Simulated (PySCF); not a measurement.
## Orbital levels and atomic charges: C46H70Si4

System: C46H70Si4 (photoresist piece), SMILES CC[C@H](C[C@@H](C[C@H](C[C@@H](C)c1ccc([Si](C)(C)C)cc1)c1ccc([Si](C)(C)C)cc1)c1ccc([Si](C)(C)C)cc1)c1ccc([Si](C)(C)C)cc1.

Cartesian coordinates (Å):
```
  1 C     1.522   -3.787   -0.641
  2 C     1.572   -2.367   -1.191
  3 C     2.211   -1.393   -0.193
  4 C     2.162    0.065   -0.678
  5 C     0.755    0.683   -0.674
  6 C     0.163    0.778    0.747
  7 C    -0.932   -0.273    1.006
  8 C    -2.236    0.124    0.301
  9 C    -3.245   -1.031    0.179
 10 C    -4.094   -1.194    1.441
 11 C    -4.129   -0.827   -1.028
 12 C    -4.149   -1.761   -2.056
 13 C    -4.950   -1.580   -3.166
 14 C    -5.767   -0.460   -3.299
 15 Si   -6.850   -0.242   -4.844
 16 C    -7.870    1.366   -4.739
 17 C    -8.031   -1.735   -5.003
 18 C    -5.713   -0.171   -6.378
 19 C    -5.738    0.472   -2.266
 20 C    -4.937    0.297   -1.154
 21 C    -1.097   -0.467    2.490
 22 C    -1.555    0.556    3.312
 23 C    -1.674    0.369    4.675
 24 C    -1.332   -0.838    5.279
 25 Si   -1.478   -1.118    7.152
 26 C     0.247   -1.535    7.857
 27 C    -2.660   -2.586    7.458
 28 C    -2.158    0.437    8.022
 29 C    -0.864   -1.854    4.449
 30 C    -0.747   -1.673    3.084
 31 C     0.794    2.041   -1.327
 32 C     0.047    2.303   -2.468
 33 C     0.075    3.549   -3.064
 34 C     0.853    4.583   -2.550
 35 Si    0.869    6.283   -3.395
 36 C    -0.905    6.991   -3.384
 37 C     2.038    7.483   -2.484
 38 C     1.456    6.069   -5.200
 39 C     1.596    4.312   -1.405
 40 C     1.565    3.070   -0.800
 41 C     3.643   -1.780    0.086
 42 C     4.592   -1.828   -0.929
 43 C     5.898   -2.187   -0.657
 44 C     6.314   -2.507    0.633
 45 Si    8.121   -2.985    0.969
 46 C     8.570   -4.538   -0.049
 47 C     9.260   -1.542    0.453
 48 C     8.381   -3.354    2.821
 49 C     5.359   -2.448    1.643
 50 C     4.050   -2.092    1.376
 51 H     2.526   -4.153   -0.435
 52 H     0.952   -3.820    0.285
 53 H     1.052   -4.458   -1.357
 54 H     2.138   -2.360   -2.124
 55 H     0.556   -2.041   -1.423
 56 H     1.662   -1.460    0.751
 57 H     2.566    0.124   -1.691
 58 H     2.812    0.661   -0.034
 59 H     0.106    0.049   -1.283
 60 H    -0.263    1.771    0.901
 61 H     0.960    0.653    1.483
 62 H    -0.599   -1.224    0.578
 63 H    -2.699    0.961    0.825
 64 H    -1.988    0.470   -0.705
 65 H    -2.683   -1.960    0.027
 66 H    -4.806   -2.006    1.310
 67 H    -3.465   -1.417    2.298
 68 H    -4.649   -0.284    1.653
 69 H    -3.526   -2.643   -1.984
 70 H    -4.942   -2.325   -3.949
 71 H    -8.534    1.362   -3.880
 72 H    -7.230    2.239   -4.660
 73 H    -8.485    1.492   -5.625
 74 H    -7.478   -2.665   -5.087
 75 H    -8.659   -1.648   -5.884
 76 H    -8.683   -1.820   -4.140
 77 H    -5.130   -1.081   -6.476
 78 H    -5.014    0.658   -6.314
 79 H    -6.286   -0.049   -7.291
 80 H    -6.356    1.356   -2.336
 81 H    -4.940    1.046   -0.375
 82 H    -1.824    1.510    2.882
 83 H    -2.040    1.180    5.288
 84 H     0.953   -0.729    7.687
 85 H     0.654   -2.429    7.396
 86 H     0.200   -1.711    8.928
 87 H    -3.648   -2.391    7.052
 88 H    -2.773   -2.785    8.519
 89 H    -2.288   -3.493    6.992
 90 H    -2.247    0.269    9.091
 91 H    -1.506    1.293    7.880
 92 H    -3.143    0.703    7.652
 93 H    -0.587   -2.806    4.880
 94 H    -0.382   -2.484    2.467
 95 H    -0.570    1.521   -2.893
 96 H    -0.520    3.723   -3.949
 97 H    -1.592    6.334   -3.908
 98 H    -0.945    7.962   -3.867
 99 H    -1.277    7.111   -2.371
100 H     1.730    7.635   -1.454
101 H     3.059    7.115   -2.475
102 H     2.045    8.454   -2.968
103 H     1.472    7.019   -5.724
104 H     0.797    5.404   -5.749
105 H     2.456    5.650   -5.245
106 H     2.210    5.091   -0.977
107 H     2.145    2.899    0.096
108 H     4.311   -1.583   -1.943
109 H     6.614   -2.222   -1.466
110 H     9.599   -4.836    0.127
111 H     8.459   -4.359   -1.114
112 H     7.934   -5.379    0.209
113 H     9.159   -1.315   -0.604
114 H     9.029   -0.636    1.006
115 H    10.303   -1.782    0.638
116 H     7.757   -4.176    3.156
117 H     9.413   -3.627    3.017
118 H     8.151   -2.489    3.435
119 H     5.642   -2.688    2.657
120 H     3.330   -2.058    2.183
```

Method: PBE0/6-31G*, gas phase, PySCF, fitting set def2-universal-JFIT up to Ne and JKFIT beyond, grid level 1.

(1) Give the orbital energies near the gap.

(2) Give the partial charges of the non-hydrogen atoms.

Answers

(1) 
| orbital | eV |
| --- | --- |
| HOMO-4 | -6.92 |
| HOMO-3 | -6.80 |
| HOMO-2 | -6.65 |
| HOMO-1 | -6.56 |
| HOMO | -6.43 |
| LUMO | -0.10 |
| LUMO+1 | 0.01 |
| LUMO+2 | 0.11 |
| LUMO+3 | 0.17 |

(2) 
| atom | Mulliken | IAO | Hirshfeld |
| --- | --- | --- | --- |
| C1 | -0.53 | -0.42 | -0.11 |
| C2 | -0.33 | -0.24 | -0.06 |
| C3 | -0.23 | -0.10 | -0.01 |
| C4 | -0.32 | -0.24 | -0.06 |
| C5 | -0.22 | -0.10 | -0.01 |
| C6 | -0.33 | -0.25 | -0.06 |
| C7 | -0.25 | -0.09 | -0.01 |
| C8 | -0.32 | -0.24 | -0.06 |
| C9 | -0.22 | -0.10 | -0.01 |
| C10 | -0.52 | -0.41 | -0.11 |
| C11 | 0.14 | 0.02 | 0.01 |
| C12 | -0.21 | -0.16 | -0.06 |
| C13 | -0.21 | -0.13 | -0.04 |
| C14 | -0.08 | -0.28 | -0.10 |
| Si15 | 0.76 | 1.04 | 0.35 |
| C16 | -0.78 | -0.71 | -0.20 |
| C17 | -0.77 | -0.71 | -0.20 |
| C18 | -0.77 | -0.71 | -0.20 |
| C19 | -0.22 | -0.13 | -0.05 |
| C20 | -0.19 | -0.16 | -0.05 |
| C21 | 0.13 | 0.01 | 0.02 |
| C22 | -0.19 | -0.16 | -0.05 |
| C23 | -0.22 | -0.13 | -0.04 |
| C24 | -0.08 | -0.28 | -0.10 |
| Si25 | 0.76 | 1.04 | 0.35 |
| C26 | -0.77 | -0.71 | -0.20 |
| C27 | -0.77 | -0.71 | -0.20 |
| C28 | -0.78 | -0.72 | -0.20 |
| C29 | -0.21 | -0.13 | -0.04 |
| C30 | -0.22 | -0.16 | -0.05 |
| C31 | 0.13 | 0.02 | 0.01 |
| C32 | -0.21 | -0.16 | -0.06 |
| C33 | -0.21 | -0.13 | -0.04 |
| C34 | -0.08 | -0.28 | -0.10 |
| Si35 | 0.76 | 1.04 | 0.35 |
| C36 | -0.77 | -0.71 | -0.20 |
| C37 | -0.78 | -0.72 | -0.20 |
| C38 | -0.77 | -0.71 | -0.20 |
| C39 | -0.22 | -0.13 | -0.05 |
| C40 | -0.19 | -0.16 | -0.05 |
| C41 | 0.13 | 0.01 | 0.02 |
| C42 | -0.19 | -0.16 | -0.05 |
| C43 | -0.21 | -0.13 | -0.04 |
| C44 | -0.08 | -0.28 | -0.10 |
| Si45 | 0.76 | 1.04 | 0.35 |
| C46 | -0.77 | -0.71 | -0.20 |
| C47 | -0.77 | -0.71 | -0.20 |
| C48 | -0.78 | -0.72 | -0.20 |
| C49 | -0.21 | -0.13 | -0.05 |
| C50 | -0.21 | -0.16 | -0.05 |
